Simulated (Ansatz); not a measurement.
`S[SiH](S)Cl` + `CN[SiH2]O` → `CN[SiH](S)Cl` + `O[SiH2]S`  (redistribution)

Computed with Ansatz on PBE0-D4/def2-TZVP structures; ΔE is electronic, products minus reactants. CCSD(T)/CBS adds triple-zeta CCSD(T) − MP2 to the extrapolated MP2 energy (def2 sets, frozen cores). DFT in def2-TZVPP. B3LYP here is the variant with VWN-RPA as its local correlation; programs differ in this. One conformer a species, not always the lowest.

`S[SiH](S)Cl`:

Z-matrix (Å, degrees):
```
Si
S 1 2.119
Cl 1 2.055 2 109.9
S 1 2.118 2 103.9 3 -122.1
H 1 1.478 2 114.3 3 118.0
H 2 1.344 1 93.6 3 -36.1
H 4 1.345 1 93.3 2 -155.7
```

`CN[SiH2]O`:

Cartesian coordinates in Å:
```
C 1.185 0.114 -1.029
N 0.631 0.443 0.266
Si -0.719 -0.311 0.986
O -2.223 0.213 0.549
H 0.838 0.777 -1.832
H 0.899 -0.906 -1.297
H 2.279 0.148 -1.014
H 0.923 1.342 0.615
H -0.667 -0.032 2.437
H -0.598 -1.753 0.637
H -2.547 -0.033 -0.318
```

`CN[SiH](S)Cl`:

Cartesian coordinates in Å:
```
C 0.924 -1.308 0.364
N -0.428 -0.816 0.186
Si -0.867 0.732 -0.332
S 0.072 2.122 0.976
Cl -0.283 1.225 -2.258
H 1.291 -1.853 -0.512
H 1.596 -0.467 0.540
H 0.987 -1.967 1.235
H -1.120 -1.542 0.083
H -2.343 0.786 -0.332
H 0.174 3.087 0.049
```

`O[SiH2]S`:

```xyz
7

O     0.187    0.466    1.416
Si   -0.501    0.195   -0.049
S     0.631   -1.120   -1.290
H     0.448   -0.302    1.927
H    -1.813   -0.493    0.054
H    -0.630    1.538   -0.653
H     1.678   -0.284   -1.406
```

| level | ΔE (kcal/mol) |
| --- | --- |
| PBE0-D4 | -3.6 |
| ωB97M-V | -3.6 |
| PBE | -3.2 |
| B3LYP | -3.4 |
| HF/def2-TZVPP | -4.2 |
| SCS-MP2/def2-TZVPP | -3.5 |
| CCSD/def2-TZVPP | -3.7 |
| MP2/CBS(def2) | -3.4 |

**Question.** What does CCSD(T)/CBS give? (Best estimate.)

**Answer.** The calculation gave: -3.6 kcal/mol. The listed levels differ from it by 0.0, 0.0, 0.4, 0.2, -0.6, 0.1, -0.1, 0.2 kcal/mol.

Largest T1 diagnostic among the species: 0.011.
